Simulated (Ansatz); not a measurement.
`C[SiH2][SiH](Cl)Cl` + `NCF` → `C[SiH2]C(N)F` + dichlorosilane  (formal exchange of groups at the Si–Si bond)

Computed with Ansatz on PBE0-D4/def2-TZVP structures; ΔE is electronic, products minus reactants. CCSD(T)/CBS is the MP2 limit (def2-TZVPP, def2-QZVPP) plus CCSD(T) − MP2 in def2-TZVPP, frozen cores. DFT in def2-TZVPP. B3LYP here is the variant with VWN-RPA as its local correlation; programs differ in this. One conformer a species, not always the lowest.

`C[SiH2][SiH](Cl)Cl`:

```xyz
11

C    -1.633    0.358   -0.329
Si   -0.261    0.117    0.919
Si    1.715   -0.410   -0.210
Cl    1.412   -2.127   -1.304
Cl    2.162    1.123   -1.509
H    -1.783   -0.552   -0.912
H    -2.571    0.606    0.171
H    -1.385    1.168   -1.018
H    -0.561   -0.999    1.859
H    -0.016    1.351    1.715
H     2.922   -0.636    0.618
```

`NCF`:

Z-matrix (Å, degrees):
```
C
F 1 1.406
N 1 1.402 2 113.7
H 1 1.092 2 106.1 3 121.3
H 1 1.092 2 106.1 3 -121.3
H 3 1.010 1 112.8 2 62.5
H 3 1.010 1 112.8 2 -62.5
```

`C[SiH2]C(N)F`:

Cartesian coordinates in Å:
```
C 0.831 -1.418 0.711
Si 0.023 -0.731 -0.828
C -0.817 0.933 -0.427
N 0.053 1.830 0.214
F -1.974 0.639 0.358
H 1.255 -2.405 0.514
H 1.644 -0.773 1.056
H 0.099 -1.519 1.516
H 1.027 -0.500 -1.901
H -1.019 -1.660 -1.340
H -1.209 1.405 -1.333
H 0.447 1.463 1.069
H -0.360 2.736 0.391
```

`Cl[SiH2]Cl`:

Cartesian coordinates in Å:
```
Cl 0.235 0.098 1.947
Si 0.036 -0.115 -0.073
Cl -0.758 1.582 -0.882
H -0.887 -1.235 -0.337
H 1.374 -0.329 -0.655
```

Is it downhill or uphill in electronic energy at CCSD(T)/CBS, and by how much? (Best estimate.)

The calculation gave: Uphill: ΔE = +26.7 kJ/mol.

What do these levels give: r2SCAN-D4, PBE0-D4, B3LYP-D4, ωB97X-V, ωB97M-V, B2PLYP, PBE, r2SCAN, CCSD(T)/def2-TZVPP, HF/def2-QZVPP, MP2/def2-QZVPP, CCSD/CBS(def2)? (Best estimate.)

Computed: r2SCAN-D4 29.5, PBE0-D4 37.5, B3LYP-D4 29.8, ωB97X-V 26.4, ωB97M-V 21.3, B2PLYP 24.9, PBE 35.5, r2SCAN 28.8, CCSD(T)/def2-TZVPP 26.2, HF/def2-QZVPP 23.1, MP2/def2-QZVPP 24.4, CCSD/CBS(def2) 26.2 kJ/mol.

Largest T1 diagnostic among the species: 0.011.

The D4 term adds +3.6 kJ/mol with B3LYP and +2.3 kJ/mol with PBE0; it sums over pairs of atoms, weighted by their polarisabilities, and B3LYP, whose exchange is more repulsive, gets the larger term.
